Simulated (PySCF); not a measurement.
Worked example: chemical shift, span and skew from a shielding tensor

C₂H₄NO, SMILES CC([NH])=O (connectivity only; charge and spin as stated), charge -1, multiplicity 1. Atoms are numbered in the order given.

```xyz
8

C     -0.2030     1.3540     0.0000
C      0.0335    -0.1614     0.0000
N     -1.0636    -0.8874     0.0000
O      1.2423    -0.5343     0.0000
H      0.2790     1.7996    -0.8852
H     -1.2746     1.5970     0.0000
H      0.2790     1.7996     0.8852
H     -0.7596    -1.8653     0.0000
```
Charge -1, spin multiplicity 1.

The structure is a stationary point at PBE0-D3(BJ)/def2-SVPD. The multiplicity is an assumed one; other spin states were not compared. The isomer is the one that the SMILES or the coordinates give; other isomers of the formula were not compared. The values are those of a single conformer.

GIAO shieldings from PBE0/pcSseg-1 run with PySCF, non-relativistic, no solvent. The symmetric part of the tensor of C1 has the principal values 128.9, 156.2, 186.4 ppm. The same nucleus in TMS has σ = 186.3 ppm at this level (PySCF, at its B3LYP-D3(BJ)/def2-TZVP geometry).

**Question.** Work out the isotropic shielding, the ¹³C shift against TMS, the span and the skew.

**Answer.** 
σ(iso) = (σ11 + σ22 + σ33)/3 = 157.2 ppm. δ = σ(ref) − σ(iso) = 186.3 − (157.2) = 29.1 ppm.
Span Ω = σ33 − σ11 = 57.5 ppm. Skew κ = 3(σ(iso) − σ22)/Ω = 0.05. Tumbling in solution averages the tensor to δ; in a static solid the shielding alone would spread this spin-1/2 line over Ω.
